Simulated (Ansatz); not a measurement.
`[Cl][Y]` + H–F → `[F][Y]` + HCl at 400 K and 1 bar (ligand exchange at a Y–Cl bond).

Computed with Ansatz on PBE0-D4/def2-TZVP structures; ΔE is electronic, products minus reactants. CBS: MP2 limit from def2 TZ/QZ plus the TZ coupled-cluster correction, frozen cores. This one scheme is used for every species. def2 core potentials past Kr. For Y outer-core shells are correlated without core-valence functions, which leaves a few kJ/mol of doubt a bond.

| species | CCSD(T)/CBS energy (Eh) | H − E (kJ/mol) | S (J/(mol·K)) |
| --- | --- | --- | --- |
| `[Cl][Y]` | -498.04873 | 15.5 | 254.3 |
| H–F | -100.39570 | 36.5 | 182.2 |
| `[F][Y]` | -138.06881 | 16.3 | 241.7 |
| HCl | -460.38127 | 29.6 | 195.4 |

H − E and S are ideal-gas, rigid-rotor, harmonic terms from PBE0-D4/def2-TZVP. 1 Eh = 2625.50 kJ/mol, R = 8.31446 J/(mol·K).

Q: By hand: ΔE, ΔH, ΔS and ΔG.

A: ΔE = (-138.06881) + (-460.38127) − (-498.04873) − (-100.39570) = -0.00565 Eh = -14.8 kJ/mol. Δ(H − E) = 16.3 + 29.6 − 15.5 − 36.5 = -6.1, so ΔH = -20.9 kJ/mol. ΔS = 241.7 + 195.4 − 254.3 − 182.2 = 0.6 J/(mol·K). ΔG = -20.9 − 400 × (0.6)/1000 = -21.1 kJ/mol.

Q: By hand: the equilibrium constant, and the temperature at which ΔG would vanish if ΔH and ΔS stayed fixed.

A: log₁₀ K = −ΔG/(RT ln 10) = 2.8. ΔH and −TΔS have one sign here, so there is no such temperature.

The number of gas molecules stays the same, so ΔS is small and ΔH decides. A doubt of 5 kJ/mol in ΔE shifts log₁₀ K by 0.7 here. These are equilibria of isolated gas molecules and say nothing of rates. Largest T1 diagnostic: 0.020 (customary marks: 0.02 for closed shells, 0.045 for open ones).

ΔS is within the doubt of such terms, so its sign, and with it that verdict, could turn.
